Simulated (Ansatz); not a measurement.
Geometry optimisation, RKS PBE0-D4/def2-SVP in Ansatz 0.2.0.

input.yaml

```yaml
crystal:
  periodic: [false, false, false]
  atoms:
    - { symbol: Zr, position_ang: [0.0, 0.0, 0.0] }
    - { symbol: Cl, position_ang: [0.0, 0.0, 2.87] }
    - { symbol: F, position_ang: [1.8671, 0.0, -0.6593] }
    - { symbol: F, position_ang: [-0.9326, 1.6157, -0.6593] }
    - { symbol: "N", position_ang: [-1.0409, -1.8034, -0.7359] }
    - { symbol: H, position_ang: [-1.5759, -2.4197, -0.0595] }
    - { symbol: H, position_ang: [-1.0055, -2.0526, -1.7656] }
    - { symbol: "N", position_ang: [-2.382, 0.0, 0.7915] }
    - { symbol: H, position_ang: [-3.102, -0.6071, 0.3052] }
    - { symbol: H, position_ang: [-2.6678, 0.6071, 1.612] }
    - { symbol: H, position_ang: [-1.622, 0.0, 2.0511] }
basis:
  gaussian: { orbitals: def2-SVP }
hamiltonian:
  xc: pbe0
  dispersion: d4
relax:
  f_tol: 0.15
  max_steps: 25
  restrain:
    - { distance: [0, 7], at: 3.41, k: 30.0 }
    - { distance: [10, 1], at: 2.57, k: 30.0 }
    - { distance: [0, 1], at: 2.52, k: 30.0 }
    - { distance: [10, 7], at: 1.06, k: 30.0 }
output:
  orbitals: {}
```

Run as:

```bash
$ ansatz run input.yaml --threads 4 --pin off --max-ram 5120MiB --backend cpu --events-out ev --progress --plain --runs-dir out
```

Q: Where does it end, and by what steps?

A: It converged. The restraints hold the end off the free minimum; the threshold counts their pulls, which the force column leaves out. Restrained pairs: Zr1–N8 (2.51 → 3.40 Å), Cl2–H11 (1.82 → 2.57 Å), Zr1–Cl2 (2.87 → 2.48 Å), N8–H11 (1.47 → 1.04 Å). After 21 steps the energy has fallen by 4.113 eV (the restraints' own energy left out); N8 moved furthest, 0.93 Å.

| step | energy less start (eV) | largest force component (eV/Å) | accepted |
| --- | --- | --- | --- |
| 0 | 0.0000 | 3.849 | yes |
| 1 | -0.2249 | 6.070 | yes |
| 2 | -1.0748 | 7.321 | yes |
| 3 | -2.6229 | 5.151 | yes |
| 4 | -3.6664 | 1.913 | yes |
| 5 | -3.8500 | 1.313 | yes |
| 6 | -3.9361 | 1.663 | yes |
| 7 | -4.0230 | 1.150 | yes |
| 8 | -4.0425 | 1.266 | yes |
| 9 | -4.0478 | 1.310 | yes |
| 10 | -4.0627 | 1.280 | yes |
| 11 | -4.0636 | 1.272 | yes |
| 12 | -4.0706 | 1.256 | yes |
| 13 | -4.0750 | 1.264 | yes |
| 14 | -4.0594 | 1.193 | no |
| 15 | -4.0778 | 1.219 | yes |
| 16 | -4.0811 | 1.226 | yes |
| 17 | -4.0800 | 1.169 | yes |
| 18 | -4.0903 | 1.221 | yes |
| 19 | -4.1104 | 1.171 | yes |
| 20 | -4.0980 | 1.243 | no |
| 21 | -4.1131 | 1.235 | yes |

```xyz
11
Properties=species:S:1:pos:R:3
Zr 0.084 -0.055 -0.015
Cl 0.409 -0.280 2.436
F 1.794 -0.023 -0.825
F -0.890 1.525 -0.444
N -0.781 -1.672 -0.813
H -1.770 -1.921 -0.782
H -0.285 -2.357 -1.381
N -2.949 0.077 1.523
H -3.137 -0.765 0.988
H -2.798 0.872 0.909
H -2.139 -0.061 2.154
```

Time of the run: 65 s on 4 threads of Arm Neoverse V1, on a shared host, peak memory 0.3 GiB.
